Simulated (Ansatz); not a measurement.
Wavefunction ladder for `[Cl][Y]`

```xyz
2

Cl    0.662    0.855   -0.496
Y    -0.662   -0.855    0.496
```

Charge 0, multiplicity 1. Correlated methods include outer-core shells of Y, which these sets cover unevenly. Y takes the def2 core potential. All single points use the PBE0-D4/def2-TZVP geometry. Frozen core, restricted reference, Ansatz.

```json
{"basis": "def2-SVP", "HF (Eh)": "-497.28358", "MP2 corr.": "-0.29074"}
{"basis": "def2-TZVPP", "HF (Eh)": "-497.44914", "MP2 corr.": "-0.42690"}
{"basis": "def2-QZVPP", "HF (Eh)": "-497.46327", "MP2 corr.": "-0.49387"}
```

(1) Estimate the CCSD correlation energy and the (T) correction in each basis where they were run (hartree).

## Answers

(1) 
```json
{"basis": "def2-SVP", "CCSD corr.": "-0.30955", "(T)": "-0.00936"}
{"basis": "def2-TZVPP", "CCSD corr.": "-0.44827", "(T)": "-0.01865"}
{"basis": "def2-QZVPP", "CCSD corr.": "-0.51693", "(T)": "-0.02394"}
```
